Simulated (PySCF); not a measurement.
PySCF 2.14 output of an unrestricted LDA calculation on a single atom or ion in aug-cc-pVTZ-PP with one added diffuse shell each of s, p, d, f, g type with ECP60MDF (7s7p6d4f3g, 113 functions), with a scalar-relativistic core potential:

```
SCF conv_tol = 1e-09
number electrons alpha = 11  beta = 8
    P. A. M. Dirac.,  Math. Proc. Cambridge Philos. Soc. 26, 376 (1930)
    F. Bloch.,  Z. Phys. 57, 545 (1929)
    S. H. Vosko, L. Wilk, and M. Nusair.,  Can. J. Phys. 58, 1200 (1980)
cycle= 1 E= -135.148124372201  delta_E= -0.0135  |g|= 0.117  |ddm|= 0.89
cycle= 2 E= -135.147214146907  delta_E= 0.00091  |g|= 0.135  |ddm|= 0.229
cycle= 3 E= -135.152344534419  delta_E= -0.00513  |g|= 0.00599  |ddm|= 0.0826
cycle= 4 E= -135.152354818371  delta_E= -1.03e-05  |g|= 0.000643  |ddm|= 0.0101
cycle= 5 E= -135.152355093224  delta_E= -2.75e-07  |g|= 7.78e-05  |ddm|= 0.00447
cycle= 6 E= -135.152355122574  delta_E= -2.94e-08  |g|= 1.52e-05  |ddm|= 0.00148
cycle= 7 E= -135.152355126848  delta_E= -4.27e-09  |g|= 3.46e-06  |ddm|= 0.000628
cycle= 8 E= -135.152355127022  delta_E= -1.75e-10  |g|= 1.79e-07  |ddm|= 0.000155
converged SCF energy = -135.152355127022  <S^2> = 3.7503704  2S+1 = 4.0001852
```

The run itself started from symmetry-adapted Hartree-Fock orbitals and held the occupation by maximum overlap, on a logarithmic radial grid, so the iterations belong to that start.

Q: Which element, charge and spin multiplicity is this?

A: Au (gold, neutral), multiplicity 4; the state was [Xe] 4f14 5d9 6s1 7s1, high-spin 4D determinant (an excited configuration).

Energies and moments cover only the electrons outside the core potential. Spin-orbit coupling, absent here, splits the open shell strongly. The outer electron is Rydberg-like, and this basis confines it to a smaller radius and binds it less than a complete one would.
